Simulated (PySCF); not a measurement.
## Calculated data, Al2GeH5N, AlBGeH5

Calculation on a computer-drawn molecule: the log of a Hartree-Fock and frozen-core CCSD(T) single point meant for a local Hartree-Fock minimum, with one planted fault or none, to be diagnosed. Offsets are logged minus clean, where the clean run is the same molecule without the fault. The reference is restricted for singlets and unrestricted otherwise, and also for a bond in bohr or an excited solution. Adding or removing an electron swaps singlet and doublet. The excited solution moves the top pair (singlet) or top alpha electron (doublet) to the lowest empty orbital. Highest occupied and lowest empty are orbital energies over both spins, largest force is the largest gradient component, triples share is (T) over the correlation energy, the T1 limit is 0.02 restricted and 0.045 unrestricted, electrons count all cores, a negative frequency is imaginary (commonest isotopes), and the dipole is about the centre of nuclear charge; on germanium a core potential holds 10 electrons, which the energies leave out, and 3d is frozen in MP2 and coupled-cluster steps. Program: PySCF 2.14.0.

Common to all runs: meant charge 0; meant basis cc-pV(D+d)Z; meant basis and core potential on germanium cc-pVDZ-PP ECP10MDF; logged SCF converged yes; logged CC converged yes; logged SCF stable within its kind yes; possible faults no fault, one electron removed, one electron added, multiplicity raised by two, geometry at a saddle point, SCF held on an excited solution, minimal basis STO-3G, one bond length entered in bohr, all coordinates scaled.

```json
{"entry": 1, "formula": "Al2GeH5N", "logged_structure": {"atoms_angstrom": [["Al", 0.2594, 0.9843, 0.1466], ["N", -0.3938, 0.9678, -1.3319], ["Ge", -1.1276, 0.926, -2.9854], ["Al", -1.7443, -1.4207, -3.6408], ["H", 1.444, 0.9996, 2.8324], ["H", -0.1438, 1.5344, -4.0153], ["H", -2.3726, 1.8461, -3.0341], ["H", -2.4095, -1.7633, -5.0432], ["H", -1.4814, -2.6402, -2.6562]]}, "given": {"meant_multiplicity": 1, "logged_electrons": 70, "logged_basis_functions": 108, "logged_spin_squared": 0.9398, "logged_highest_occupied [eV]": -8.0134, "logged_lowest_empty [eV]": -0.51456, "logged_largest_force [hartree/bohr]": 0.01343, "logged_T1_diagnostic": 0.046514, "logged_D1_diagnostic": 0.18276, "logged_triples_share": 0.042948, "logged_dipole_magnitude [debye]": 4.3512, "logged_energy_HF [hartree]": -834.42788, "logged_energy_CCSD(T) [hartree]": -834.86766, "drawn_bonds_atom": [1, 2, 3, 1, 3, 3, 4, 4], "drawn_bonds_other_atom": [2, 3, 4, 5, 6, 7, 8, 9], "drawn_bonds_order": [2, 1, 1, 1, 1, 1, 1, 1]}, "results": {"planted_fault": "one bond length entered in bohr, row 4 of the drawn bonds", "HF_energy_offset_from_clean_run [kcal/mol]": 58.67, "CCSD(T)_energy_offset_from_clean_run [kcal/mol]": 67.83}, "notes": ["T1 above single-reference limit"]}
{"entry": 2, "formula": "AlBGeH5", "logged_structure": {"atoms_angstrom": [["Al", -2.8189, -0.2477, 0.7712], ["B", -1.3337, 1.2416, 0.5596], ["Ge", 0.6611, 0.9981, 1.1418], ["H", -3.2619, -1.3594, -0.2747], ["H", -1.6443, 2.3549, 0.2253], ["H", 1.5915, 1.3508, -0.0306], ["H", 1.0074, 1.9302, 2.3144], ["H", 1.0032, -0.4358, 1.5819]]}, "given": {"meant_multiplicity": 2, "logged_electrons": 54, "logged_basis_functions": 85, "logged_spin_squared": 0.0, "logged_highest_occupied [eV]": -15.199, "logged_lowest_empty [eV]": -6.236, "logged_largest_force [hartree/bohr]": 0.030217, "logged_T1_diagnostic": 0.017359, "logged_D1_diagnostic": 0.041427, "logged_triples_share": 0.026865, "logged_dipole_magnitude [debye]": 10.156, "logged_energy_HF [hartree]": -562.55317, "logged_energy_CCSD(T) [hartree]": -562.83485, "drawn_bonds_atom": [1, 2, 1, 2, 3, 3, 3], "drawn_bonds_other_atom": [2, 3, 4, 5, 6, 7, 8], "drawn_bonds_order": [1, 1, 1, 1, 1, 1, 1]}, "results": {"planted_fault": "one electron removed", "HF_energy_offset_from_clean_run [kcal/mol]": 161.1, "CCSD(T)_energy_offset_from_clean_run [kcal/mol]": 167.0}}
```
